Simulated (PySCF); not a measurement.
**Cost of excited-state runs on `O=C(Br)CC(F)(F)F`, C3H2BrF3O**

Molfile (atoms numbered from 1):
```
C3H2BrF3O
     RDKit          3D

 10  9  0  0  0  0  0  0  0  0999 V2000
    1.0868    1.7490   -0.0936 O   0  0  0  0  0  0  0  0  0  0  0  0
    1.2346    0.5832   -0.0660 C   0  0  0  0  0  0  0  0  0  0  0  0
    3.0371   -0.1794   -0.1312 Br  0  0  0  0  0  0  0  0  0  0  0  0
    0.2115   -0.5108    0.0175 C   0  0  0  0  0  0  0  0  0  0  0  0
   -1.2121    0.0400    0.0364 C   0  0  0  0  0  0  0  0  0  0  0  0
   -2.0988   -0.9638    0.1032 F   0  0  0  0  0  0  0  0  0  0  0  0
   -1.4999    0.7379   -1.0636 F   0  0  0  0  0  0  0  0  0  0  0  0
   -1.4400    0.8279    1.0881 F   0  0  0  0  0  0  0  0  0  0  0  0
    0.3159   -1.1819   -0.8405 H   0  0  0  0  0  0  0  0  0  0  0  0
    0.3737   -1.0975    0.9271 H   0  0  0  0  0  0  0  0  0  0  0  0
  1  2  2  0
  2  3  1  0
  2  4  1  0
  4  5  1  0
  5  6  1  0
  5  7  1  0
  5  8  1  0
  4  9  1  0
  4 10  1  0
M  END
```

PySCF with density fitting, on 1 thread of an Arm Neoverse V1, shared host. Command: `OMP_NUM_THREADS=1 python excited_run.py task.json out`

Q: How long does each of these runs take, and how much memory?
- magnetisability and related constants, B3LYP/pcSseg-1; isotopologues; writes grids
- magnetisability and related constants, revPBE/6-31G; usual settings

A: 
```tsv
run	level	basis functions	wall time	peak memory (GiB)
magnetisability and related constants	B3LYP/pcSseg-1	170	35 s	0.85
magnetisability and related constants	revPBE/6-31G	94	20 s	0.52
```
Times from a shared host are rough.
